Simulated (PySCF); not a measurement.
BFH₅Si₂ (calculated)

All values are calculated (PySCF 2.14.0). Calculation on a computer-drawn molecule: optimised geometry and harmonic frequencies of an isolated molecule of the commonest isotopes, restricted reference for singlets and unrestricted otherwise, frozen core in MP2.

```yaml
- formula: BFH5Si2
  start_structure:
    atoms_angstrom:
      - [B, 0.5655, -0.2319, -0.3258]
      - [Si, -0.7929, 0.9213, -1.0426]
      - [Si, -2.607, -0.5169, -0.9016]
      - [F, -2.13, -1.9974, -1.2739]
      - [H, 1.2293, -1.0114, -0.2739]
      - [H, -1.2296, 2.1568, -0.3738]
      - [H, -0.8191, 1.3659, -2.5324]
      - [H, -3.7524, -0.3429, -1.8062]
      - [H, -3.1793, -0.6904, 0.4152]
  given:
    charge: 0
    multiplicity: 2
    method: HF
    basis: "cc-pV(D+d)Z"
    drawn_bonds_atom: [1, 2, 3, 1, 2, 2, 3, 3]
    drawn_bonds_other_atom: [2, 3, 4, 5, 6, 7, 8, 9]
    drawn_bonds_order: [1, 1, 1, 1, 1, 1, 1, 1]
  results:
    optimised_atom_element: [B, Si, Si, F, H, H, H, H, H]
    "optimised_atom_x [angstrom]": [0.6363, -0.8786, -2.771, -2.305, 1.6, -1.203, -0.6356, -3.835, -3.323]
    "optimised_atom_y [angstrom]": [-0.1424, 0.8272, -0.5895, -2.098, -0.7613, 2.074, 1.186, -0.2006, -0.6423]
    "optimised_atom_z [angstrom]": [-0.1509, -1.051, -0.9186, -1.306, -0.4849, -0.3141, -2.473, -1.865, 0.4496]
    "modes_frequency [cm^-1]": [28.12, 111.8, 197.2, 235.5, 430.6, 458.9, 496.6, 628.0, 683.4, 749.3, 776.0, 807.6, 865.5, 955.2, 1017, 1036, 2277, 2290, 2334, 2336, 2784]
    "modes_reduced_mass [dalton]": [3.542, 3.006, 2.117, 1.876, 4.476, 1.315, 1.121, 1.339, 5.868, 1.165, 1.177, 1.126, 6.299, 1.244, 1.054, 1.062, 1.043, 1.037, 1.037, 1.045, 1.096]
    "rotational_constants [GHz]": [7.045, 2.527, 2.038]
    "total_energy [hartree]": -704.8796
    spin_squared: 0.7577
    "convergence_status_largest_gradient_component [hartree/bohr]": 1.755e-05
```
